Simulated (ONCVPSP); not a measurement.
# Tl, ONCV: configuration errors across variants

- Element: thallium
- Generator: ONCVPSP 4.0.1
- Type: optimised norm-conserving Vanderbilt (ONCV)
- Functional: LDA (Perdew-Wang 92)
- Relativity: fully relativistic
- Frozen core: [Xe] 4f14
- Valence charge: 13
- Reference configuration: 5d10 6s2 6p1
- Partial waves: 6s: rc 2.05 bohr, ncon 5, nbas 8, qcut 3.2 1/bohr, 2 projectors, debl 1.5 Ha; 6p: rc 3.25 bohr, ncon 4, nbas 9, qcut 2.2 1/bohr, 1 projector; 5d: rc 1.95 bohr, ncon 4, nbas 9, qcut 8.7 1/bohr, 1 projector
- Local potential: polynomial inside 1.80 bohr (lpopt 4, dvloc0 4 Ha)
- Core correction: Teter function, fcfact 3.25, rcfact 1.35

Open shells are filled in proportion to 2j + 1.

All-electron excitation energies from the reference (eV): (1) 5d10 6s2 6p0 5.511; (2) 5d10 6s1 6p0 26.708; (3) 5d9 6s2 6p2 14.501.

5 further variants failed, have other tests or another functional or relativity, and are left out.

Errors AE − PS in meV (a dash: test not solved or not reliable):

| change | (1) | (2) | (3) | bound ghosts | GHOST(+) flags above zero |
| --- | --- | --- | --- | --- | --- |
| base | -4.5 | -27 | -33 | none | s |
| d: qcut 5.5 | -4.2 | -23 | +12 | none | s |
| p: qcut 3.1 | -3.0 | -18 | -64 | none | s |

(1) Give the same row for: local potential polynomial inside 1.80 bohr (lpopt 4, dvloc0 3 Ha).

Answers

(1) -4.5, -27, -26; bound ghosts: none; GHOST(+) flags above zero: s.
